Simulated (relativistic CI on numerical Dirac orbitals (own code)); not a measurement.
# Hyperfine structure of Tc¹³⁺, mass number 99

Computed by Dirac-Coulomb-Breit CI, separate exchange-only KLI orbitals for each configuration, model QED, unscaled Slater integrals (own radial code, finite nucleus).

CI space (outside the closed core [Ar] 3d10): 4s², 4s4p, 4p², 4s4d, 4d², 4s4f, 4p4d, 4f², 4p4f, 4s5s, 4s5p, 4d4f, 4s5d, 4s5f, 4s6s, 4s5g. Levels of other configurations are missing.

Nuclear spin I = 9/2, μ = 5.678 μN, Q = -0.129 b (tables of Stone and Pyykkö). The electronic factors are computed for point nuclear moments, without core polarisation or the Bohr-Weisskopf and QED corrections.

| Level | E (cm⁻¹) | A (MHz) | B (MHz) |
| --- | --- | --- | --- |
| 4s4p ³P°1 | 219524 | 63330 | 609 |
| 4s4p ³P°2 | 245822 | 38040 | -1230 |
| 4s4p ¹P°1 | 318998 | -3892 | -1180 |
| 4p² ³P1 | 518449 | -1455 | -614 |
| 4p² ¹D2 | 519829 | 13250 | -1060 |
| 4p² ³P2 | 552812 | 6093 | 89.4 |
| 4s4d ³D1 | 672620 | -30100 | -83.9 |
| 4s4d ³D2 | 674792 | 15050 | -121 |

Levels with J = 0, under 50 % of one LS term, or S terms without an open s electron are left out. Small factors come from cancelling terms and can be off by tens of per cent or more.

At this charge energies of transitions that change n are usually good to better than 1 %, and those within a shell (Δn = 0) to a few per cent.

Give the hyperfine levels of 4s4p ³P°1 relative to its centre of gravity.

With K = F(F + 1) − I(I + 1) − J(J + 1), E = AK/2 + B[¾K(K + 1) − I(I + 1)J(J + 1)]/[2I(2I − 1)J(2J − 1)]: F = 7/2: -348000, F = 9/2: -63730, F = 11/2: 285100 MHz.

LS names give the leading component of a level, which can be under half, so a name can repeat, a term be missing and a line seem to break the LS rules.
